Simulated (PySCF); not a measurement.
C2H5ClF2Si, SMILES CC[Si](F)(F)Cl.

Coordinates come from a r2SCAN-D4/def2-SVP optimisation. One conformer was computed; it need not be the lowest.

These are r2SCAN-D4/def2-SVP in PySCF values and carry that method's errors.

Frequencies are harmonic and unscaled.

```
mode  ν (cm⁻¹)  IR (km/mol)  Raman (Å⁴/amu)  depolarisation   moving atoms (share of kinetic energy)
----  --------  -----------  --------------  --------------  ---------------------------------------
1           56          0.2             0.3            0.75          C 37 %, H 33 %, F 16 %, Cl 11 %
2          123          0.6             0.5            0.73          C 33 %, F 29 %, Cl 17 %, H 17 %
3          160          0.1             0.6            0.73          H 53 %, F 22 %, C 11 %, Cl 10 %
4          215          2.9             1.1            0.73                   F 58 %, Cl 20 %, C 8 %
5          247          3.9             0.3            0.69                   H 46 %, F 32 %, C 13 %
6          298          9.2             1.3            0.44          F 40 %, H 25 %, Cl 18 %, Si 9 %
7          302         30.4             1.9            0.68         F 49 %, C 22 %, Si 12 %, Cl 10 %
8          374         20.5             1.2            0.68          F 34 %, C 27 %, Si 25 %, H 11 %
9          528         52.3             8.7            0.08  Cl 38 %, Si 24 %, C 15 %, F 14 %, H 9 %
10         688          7.3             2.1            0.09                    H 59 %, C 26 %, F 9 %
11         734        187.2             2.6            0.11                  Si 41 %, H 28 %, C 25 %
12         893        156.6             0.9            0.20                          F 50 %, Si 39 %
13         947         86.7             2.6            0.66                  F 34 %, H 34 %, Si 28 %
14         969         20.2             2.4            0.66                           H 79 %, C 16 %
15         986         63.1             0.9            0.40          H 47 %, Si 23 %, F 16 %, C 14 %
16        1044         24.0             3.4            0.43                           C 68 %, H 31 %
17        1242          4.1             3.5            0.75                           H 79 %, C 21 %
18        1266         10.5             0.7            0.05                           H 57 %, C 41 %
19        1389          1.5             2.5            0.75                           H 82 %, C 17 %
20        1416          7.9            11.8            0.75                            H 92 %, C 8 %
21        1478          8.9            17.7            0.74                                   H 97 %
22        1479          8.3            12.5            0.74                                   H 96 %
23        3036          3.7           157.8            0.07                                   H 95 %
24        3040         26.4            92.7            0.03                                   H 97 %
25        3093          1.4           105.0            0.75                            H 91 %, C 9 %
26        3138         12.2            85.3            0.68                           H 90 %, C 10 %
27        3138         11.7            38.2            0.70                            H 91 %, C 9 %
```
